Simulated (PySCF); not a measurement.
C6H5F, SMILES C=C=C(F)C#CC. Heavy atoms are numbered as in [CH2:1]=[C:2]=[C:3]([F:4])[C:5]#[C:6][CH3:7]. Hydrogens are named by the atom that carries them.

Coordinates come from a B3LYP-D3(BJ)/def2-SVP optimisation. The structure was generated by enumeration, and PubChem lists no compound with its InChIKey, so it may never have been made.

The numbers are results of HF/pcSseg-1 (PySCF), not measurements.

GIAO shieldings, no solvent; atoms alike by connectivity are averaged. δ = σ(ref) − σ: ¹³C against TMS (σ = 192.6 ppm); ¹⁹F against CFCl3 (σ = 238.5 ppm); ¹H against TMS (σ = 31.99 ppm), references at their B3LYP-D3(BJ)/def2-TZVP geometries, non-relativistic.

```
nucleus     atoms  count  δ (ppm)
-------  --------  -----  -------
¹³C            C2      1    228.2
¹³C            C3      1    131.1
¹³C            C6      1    110.6
¹³C      C1 (CH2)      1     97.6
¹³C            C5      1     66.7
¹³C      C7 (CH3)      1      6.3
¹⁹F            F4      1   -135.8
¹H        H on C1      2     6.18
¹H        H on C7      3     2.50
```
